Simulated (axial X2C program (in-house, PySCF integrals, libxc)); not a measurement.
## Nuclear properties of HSbH

Calculated with an axial X2C code built on PySCF integrals: two-component X2C with atomic mean-field Coulomb and Gaunt terms, Gaussian nuclei, basis H dyall-v3z, Sb dyall-v3z with contracted cores.

H–Sb–H held linear, with bonds 1.861 and 1.861 Å (near the PBE0 minimum at charge 0 of the determinant lowest at the starting distance; the state shown can have its own minimum elsewhere, held linear; other orders of the atoms were not compared).

Determinant lowest in the PBE0 search, Ω = 3/2 (⟨Sz⟩ = 1.50, ⟨Lz⟩ = 0.00 at PBE0), spin on the atoms H 0.23, Sb 1.03, H 0.23:

| level | A∥/gI H (MHz) | qzz H (a.u.) | A∥/gI Sb (MHz) | qzz Sb (a.u.) |
| --- | --- | --- | --- | --- |
| PBE0 | 41.8 | 0.06 | 615 | -0.69 |
| HF | 46.6 | 0.06 | 717 | -0.27 |
| TPSSh | 43.7 | 0.06 | 608 | -0.51 |

A∥ (defined per Ω) follows by multiplying with gI = μI/(I μN); qzz is the electric field gradient, eQq0 = 234.96 MHz × Q/barn × qzz. The operators were transformed with the bare-nucleus X2C matrices; with these basis sets, hyperfine constants and field gradients can be off by tens of per cent, and where levels differ in sign neither size nor sign is settled.

(1) With gI(1H) = 5.5857, gI(121Sb) = 1.3454 (g factors from the IAEA table of nuclear moments by Stone), turn the PBE0 values of the first state into constants in MHz.

The molecule was held linear; bending was not examined, so a bent shape may lie lower.

Each state is one determinant with collinear spin, which with several unpaired electrons need not be a pure state. Unrestricted Hartree–Fock can overshoot spin polarisation at the nuclei. This is the top spin component of a Σ state; components of lower Ω are not single determinants and can lie lower. With several open shells hyperfine constants can be off by a factor of several. States lie within half an eV, so the first need not be the ground state. Further determinants of the search, some of them spin-mixed, are not shown. Where a field gradient or hyperfine factor spreads by more than a factor of two over the levels, a constant derived from it is not to be relied on.

## Answers

(1) A∥(1H) = 41.8 × 5.5857 = 233 MHz; A∥(121Sb) = 615 × 1.3454 = 827 MHz.
